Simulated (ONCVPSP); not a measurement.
**What one change does to a pseudopotential (N (Z = 7), ONCV)**

ONCVPSP 4.0.1 input, shortened (lines: element, Z, core and valence counts, functional; n l f; lmax; l rc ep ncon nbas qcut; lloc lpopt rc5 dvloc0; l nproj debl; icmod fcfact rcfact), PW91, scalar-relativistic:

```
  N 7.00    1    2  -109134      upf
    1    0    2.00
    2    0    1.00
    2    1    4.00
    1
    0    1.15    0.00    4    7    5.30
    1    2.60    0.00    4    7    5.40
    0    5    1.15    0.00
    0    0    1.80
    1    3    3.70
    1    0.35    0.00
```

Change: s: rc 1.04.

Cutoffs: the cutoffs (Ha) at which the residual kinetic energy of the hardest occupied pseudo-wave falls to 1 and 0.1 mHa per electron; they do not see the model core or the augmentation charge, which bear on the density cutoff. Errors are all-electron minus pseudo energies relative to the spin-unpolarised reference configuration.

What does the change do?

The potential gets harder (65 Ha and 90 Ha → 85 Ha and 110 Ha); the errors of the 4 common tests hardly move; neither file shows a bound ghost. A smaller radius makes the pseudo-wave follow the all-electron one further in, where it bends more sharply, so more plane waves are needed.

```tsv
quantity	base	changed
cutoff, loose	65 Ha	85 Ha
cutoff, tight	90 Ha	110 Ha
loose cutoff by channel	s 65 Ha, p 10 Ha	s 85 Ha, p 10 Ha
bound ghosts	none	none
GHOST(+) flags under 300 eV	none	none
error for 2s2 2p3, meV [ΔE -11.48 eV]	-60	-56
error for 2s2 2p2, meV [ΔE 2.19 eV]	+381	+384
error for 2s2 2p1, meV [ΔE 31.14 eV]	+1948	+1940
error for 2s1 2p3, meV [ΔE 13.94 eV]	+122	+122
p: phases at 2.64 bohr within 0.05 rad from the reference energy up to (Ha; the scan ends near 5)	0.2	0.2
rms error of d²Exc/dni dnj with the model core, mHa	1.37	1.12
```
